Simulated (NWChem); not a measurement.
System: CH4ClIn; SMILES [CH3][InH][Cl]

Input file for NWChem:

```
start job
memory heap 200 mb stack 900 mb global 1100 mb
geometry units angstroms noautoz
  In    -0.346518     0.373066     0.000312
  H     -2.062252     0.476467    -0.001514
  Cl     0.387423    -1.887141    -0.000520
  C      1.278887     1.774413     0.001212
  H      1.190968     2.452721     0.862375
  H      1.252134     2.374875    -0.920033
  H      2.230803     1.230041     0.055688
end
basis spherical
  * library def2-svp
end
ecp
  In library def2-ecp
end
dft
  xc xpbe96 cpbe96
  iterations 150
  vectors input atomic output neutral.movecs
end
task dft energy
charge 1
dft
  odft
  mult 2
  vectors input atomic output cation.movecs
end
task dft energy
```

Parts of the log:

```
             Northwest Computational Chemistry Package (NWChem) 7.3.0
             --------------------------------------------------------

 C1  symmetry detected

                             Geometry "geometry" -> ""
                             -------------------------

 Output coordinates in angstroms (scale by  1.889725989 to convert to a.u.)

  No.       Tag          Charge          X              Y              Z
 ---- ---------------- ---------- -------------- -------------- --------------
    1 In                  49.0000    -0.33268973     0.34115311     0.00008919
    2 H                    1.0000    -2.04341844     0.50801430    -0.00160195
    3 Cl                  17.0000     0.31705489    -1.94468102     0.00002923
    4 C                    6.0000     1.34349097     1.68135230     0.00030004
    5 H                    1.0000     1.28084826     2.36276961     0.86121789
    6 H                    1.0000     1.33888485     2.28205184    -0.92116701
    7 H                    1.0000     2.27460291     1.10212542     0.05488357

 Effective nuclear repulsion energy (a.u.)     335.9571399942

 Summary of "ao basis" -> "ao basis" (spherical)
 ------------------------------------------------------------------------------
       Tag                 Description            Shells   Functions and Types
 ---------------- ------------------------------  ------  ---------------------
 In                         def2-svp                10       26   4s4p2d
 H                          def2-svp                 3        5   2s1p
 Cl                         def2-svp                 8       18   4s3p1d
 C                          def2-svp                 6       14   3s2p1d

            General Information
            -------------------
          SCF calculation type: DFT
          Wavefunction type:  closed shell.
          No. of atoms     :     7
          No. of electrons :    48
           Alpha electrons :    24
            Beta electrons :    24
          Charge           :     0
          Spin multiplicity:     1
          Use of symmetry is: off; symmetry adaption is: off
          Maximum number of iterations: 150
          AO basis - number of functions:    78
                     number of shells:    36
          Convergence on energy requested:  1.00D-06
          Convergence on density requested:  1.00D-05
          Convergence on gradient requested:  5.00D-04

              XC Information
              --------------
          PerdewBurkeErnzerhof Exchange Functional  1.000
            Perdew 1991 LDA Correlation Functional  1.000 local
           PerdewBurkeErnz. Correlation Functional  1.000 non-local

             Grid Information
             ----------------
          Grid used for XC integration:  medium
          Radial quadrature: Mura-Knowles
          Angular quadrature: Lebedev.
          Tag              B.-S. Rad. Rad. Pts. Rad. Cut. Ang. Pts.
          ---              ---------- --------- --------- ---------
          In                  1.55      123           9.0       590
          H                   0.35       45          11.0       434
          Cl                  1.00       88          11.0       590
          C                   0.70       49          10.0       434
          Grid pruning is: on
          Number of quadrature shells:   440
          Spatial weights used:  Erf1

      Superposition of Atomic Density Guess
      -------------------------------------

 Sum of atomic energies:        -716.99574766

      Non-variational initial energy
      ------------------------------

 Total energy =    -688.884377
 1-e energy   =   -1347.829000
 2-e energy   =     495.361589
 HOMO         =      -0.320355
 LUMO         =       0.005638

   convergence    iter        energy       DeltaE   RMS-Dens  Diis-err
 ---------------- ----- ----------------- --------- --------- ---------
 d= 0,ls=0.0,diis     1   -690.3961854058 -8.54D+02  2.13D-02  3.55D-01
 d= 0,ls=0.0,diis     2   -690.3044939271  9.17D-02  1.41D-02  7.97D-01
 d= 0,ls=0.0,diis     3   -690.4418647456 -1.37D-01  3.09D-03  4.72D-02
 d= 0,ls=0.0,diis     4   -690.4485999383 -6.74D-03  1.18D-03  6.42D-03
 d= 0,ls=0.0,diis     5   -690.4493007843 -7.01D-04  4.66D-04  1.57D-03
  Resetting Diis
 d= 0,ls=0.0,diis     6   -690.4495419216 -2.41D-04  7.84D-05  4.08D-05
 d= 0,ls=0.0,diis     7   -690.4495480973 -6.18D-06  6.34D-05  3.21D-06
 d= 0,ls=0.0,diis     8   -690.4495473134  7.84D-07  4.00D-05  7.62D-06
 d= 0,ls=0.0,diis     9   -690.4495486681 -1.35D-06  5.61D-06  1.56D-07
 d= 0,ls=0.0,diis    10   -690.4495486886 -2.06D-08  1.11D-06  4.83D-09

         Total DFT energy =     -690.449548688644
      One electron energy =    -1350.135808311638
           Coulomb energy =      547.705280209641
    Exchange-Corr. energy =      -51.602053969110
 Nuclear repulsion energy =      163.583033382464

 Numeric. integr. density =       47.999982759551

                       DFT Final Molecular Orbital Analysis
                       ------------------------------------

 Vector   22  Occ=2.000000D+00  E=-2.700307D-01
              MO Center=  5.4D-01, -2.0D-01,  2.5D-04, r^2= 4.4D+00
   Bfn.  Coefficient  Atom+Function         Bfn.  Coefficient  Atom+Function
  ----- ------------  ---------------      ----- ------------  ---------------
    42      0.322169  3 Cl px                43     -0.258498  3 Cl py
    12      0.252477  1 In py                39      0.247039  3 Cl px
    53     -0.246531  4 C  px                54     -0.213295  4 C  py
    40     -0.205416  3 Cl py                11      0.148941  1 In px
    36      0.145077  3 Cl px                56     -0.144167  4 C  px

[...]
```

Level: PBE/def2-SVP with def2 effective core potentials on In, vertical spin-unrestricted ions. All runs use the structure optimised with PBE0/def2-SVP. No frequency run checked for a minimum. def2 effective core potentials on In; no spin-orbit coupling.
